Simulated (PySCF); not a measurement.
C₄H₅N₂, SMILES n1c[nH+]ccc1, charge +1. Geometry: TPSSh-D3(BJ)/def2-SVP. The isomer is the one that the SMILES or the coordinates give; other isomers of the formula were not compared.

Method: PySCF with TPSSh-D3(BJ)/def2-SVP.

Harmonic wavenumbers (cm⁻¹): 315, 407, 612, 671, 686, 792, 882, 967, 1013, 1015, 1040, 1068, 1085, 1125, 1216, 1285, 1348, 1397, 1482, 1555, 1633, 1675, 3202, 3216, 3233, 3243, 3505. Rotational constants (GHz): 5.999, 5.879, 2.969; symmetry number 1.

**Question.** Work out the zero-point energy and the ideal-gas rigid-rotor harmonic-oscillator thermochemistry at 298.15 K and 1 atm.

**Answer.** ZPE = ½ Σ hcν = ½ × 39668 cm⁻¹ = 56.71 kcal/mol. H − E(el) = 60.03 kcal/mol. Entropy in cal/(mol K): translation 39.09, rotation 25.53, vibration 4.43, total 69.06. G − E(el) = 39.44 kcal/mol. Cp = 18.13 cal/(mol K).
